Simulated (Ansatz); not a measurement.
`[CH3][Ge]([CH3])([CH3])[C]#N` + `C=C[SiH2]O` → `C=C[SiH](C)O` + `[CH3][GeH]([CH3])[C]#N`  (formal exchange of groups at a C–Ge bond)

Computed with Ansatz on PBE0-D4/def2-TZVP structures; ΔE is electronic, products minus reactants. CCSD(T)/CBS adds triple-zeta CCSD(T) − MP2 to the extrapolated MP2 energy (def2 sets, frozen cores). DFT in def2-TZVPP. For Ge outer-core shells are correlated without core-valence functions, which leaves a few kJ/mol of doubt a bond. Scalar relativity is left out up to krypton. One conformer a species, not always the lowest.

Problem. Is it downhill or uphill in electronic energy at CCSD(T)/CBS, and by how much? (An estimate is asked.)

Solution. The calculation gave: Downhill: ΔE = -9.5 kJ/mol.

Problem. What do these levels give: LDA (SPW92), BHLYP-D4, CAM-B3LYP-D4, ωB97X-V, CCSD/def2-SVP, MP2/CBS(def2)? (An estimate is asked.)

Solution. Computed: LDA (SPW92) -16.8, BHLYP-D4 -10.8, CAM-B3LYP-D4 -12.0, ωB97X-V -10.8, CCSD/def2-SVP -10.3, MP2/CBS(def2) -8.0 kJ/mol.

Largest T1 diagnostic among the species: 0.011.

Leaving LDA and LC-ωPBE aside and taking each functional with its dispersion term where it has one, the values, not all of them listed here, spread over 7.7 kJ/mol, from B97M-V to B2PLYP. LDA lies −3.3 kJ/mol from PBE without D4.
